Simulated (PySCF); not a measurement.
## Yb⁺ (ytterbium, charge +1) across methods

[Xe] 4f14 6s1, 2S determinant. Calculation: PySCF 2.14, in cc-pVTZ-X2C; the spin-free X2C one-electron Hamiltonian (Gaussian nucleus).

```csv
method,E (hartree),mean ε 4f α (eV),mean ε 4f β (eV),mean ε 6s α (eV),Σ⟨r²⟩ (bohr²),⟨S²⟩
UHF,-14054.26070,-20.291,-20.287,-11.310,51.65,0.750
LDA,-14049.96,-9.965,-9.935,-9.837,50.46,0.750
r2SCAN,-14059.44,-9.600,-9.556,-9.729,50.88,0.751
PBE0,-14059.08,-12.436,-12.420,-10.113,50.75,0.750
PBE,-14059.34,-9.672,-9.639,-9.590,50.80,0.750
```

Spin-orbit coupling, which splits the p, d and f shells strongly at this Z, is absent.
